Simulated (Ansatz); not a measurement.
Other settings, tried on In₃.

```yaml
crystal:
  periodic: [false, false, false]
  atoms:
    - {symbol: In, position_ang: [0.501115, -1.224458, 1.209037]}
    - {symbol: In, position_ang: [0.805139, 1.567611, -0.326604]}
    - {symbol: In, position_ang: [-1.306253, -0.343153, -0.882433]}
basis:
  gaussian: {orbitals: def2-TZVP}
magnetization: {spin_polarized: true, initial_magnetization: 1}
hamiltonian: {xc: {name: PBEsol}, dispersion: d3bj}
scf: {omitted_lower_state_checks: [starts]}
```

```sh
$ ansatz run in.yaml --threads 2 --pin off --events-out ev --progress --plain --max-ram 4352MiB
```

It prints (some lines left out):

```
Functional definition: PBEsol
  name "PBEsol"
  cite "Perdew et al., Phys. Rev. Lett. 100, 136406 (2008) doi:10.1103/PhysRevLett.100.136406"
  cite "Perdew, Burke & Ernzerhof, Phys. Rev. Lett. 77, 3865 (1996) doi:10.1103/PhysRevLett.77.3865"
  parent pbesol
  exchange = pbesol_x
  correlation = pbesol_c
these checks for a lower state are left out or cut short: starts
1164 factors; their error is unknown
mean field evaluation 1: about -15503.2582 eV, gradient 1.9e1 eV
mean field evaluation 2: about -15499.4925 eV, gradient 3.4e1 eV
mean field evaluation 4: about -15504.2717 eV, gradient 7.6e0 eV
mean field evaluation 8: about -15504.8121 eV, gradient 1.7e-1 eV
mean field evaluation 16: about -15504.8065 eV, gradient 1.4e-3 eV
mean field evaluation 32: about -15504.8512 eV, gradient 2.0e-5 eV
mean field -15504.85118755 eV, -569.7927715768 hartree, gradient 5.8e-6 eV, S^2 1.311546; 0 other end points of the search recorded, 0 dependent functions left out
reference -15504.85122995 eV, -569.7927731350 hartree; 32, 31 occupied and 118, 119 virtual orbitals, 1164 factors
Total energy: -15504.91447352 eV, -569.7950972934 hartree
Checks for a lower state left out: starts
```

Hardware: 2 threads of Intel Xeon Platinum 8259CL on a shared host. Wall time 11 s.

In the def2 sets In takes a core potential; there is no spin–orbit coupling. The charge 0 doublet is spin-contaminated (final ⟨S²⟩ up to 1.31, 0.75 for a pure state).
